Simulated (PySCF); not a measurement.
C4H6OS, SMILES C1[C@H](S)C(=O)C1.

Geometry optimised at PBE-D3(BJ)/def2-SVP. The structure was generated by enumeration; whether it is a known compound was not checked. Other conformers were not sampled.

Level of theory: TDA-ωB97X/def2-SVPD (PySCF).

Vertical excitations. 

```tsv
state	energy (eV)	λ (nm)	f	main pairs
S1	4.29	289	0.002	HOMO−1→LUMO 59 %, HOMO→LUMO 31 %
S2	5.71	217	0.001	HOMO→LUMO+1 49 %, HOMO→LUMO 12 %
S3	5.92	210	0.014	HOMO→LUMO 52 %, HOMO−1→LUMO 23 %, HOMO→LUMO+1 14 %
S4	7.13	174	0.020	HOMO→LUMO+2 78 %
S5	7.40	167	0.038	HOMO−1→LUMO+1 66 %, HOMO→LUMO+1 14 %
S6	7.79	159	0.069	HOMO−2→LUMO 69 %, HOMO−3→LUMO 11 %
S7	7.90	157	0.026	HOMO→LUMO+5 33 %, HOMO→LUMO+4 28 %, HOMO→LUMO+3 10 %, HOMO→LUMO+6 5 %
S8	8.20	151	0.037	HOMO−1→LUMO+4 17 %, HOMO→LUMO+3 13 %, HOMO−3→LUMO 12 %, HOMO→LUMO+4 12 %
S9	8.27	150	0.040	HOMO→LUMO+6 31 %, HOMO→LUMO+3 28 %, HOMO→LUMO+4 10 %, HOMO→LUMO+1 6 %
S10	8.29	150	0.023	HOMO−4→LUMO 78 %
T1	3.77	329	0	HOMO−1→LUMO 61 %, HOMO→LUMO 28 %
T2	5.24	236	0	HOMO→LUMO+1 41 %, HOMO→LUMO 17 %, HOMO−1→LUMO 9 %
T3	5.53	224	0	HOMO→LUMO 38 %, HOMO→LUMO+1 17 %, HOMO−1→LUMO 14 %, HOMO→LUMO+2 7 %
T4	6.07	204	0	HOMO−3→LUMO 33 %, HOMO−7→LUMO 19 %, HOMO−2→LUMO 12 %, HOMO−6→LUMO 11 %
```
Triplets are in the Tamm–Dancoff approximation.
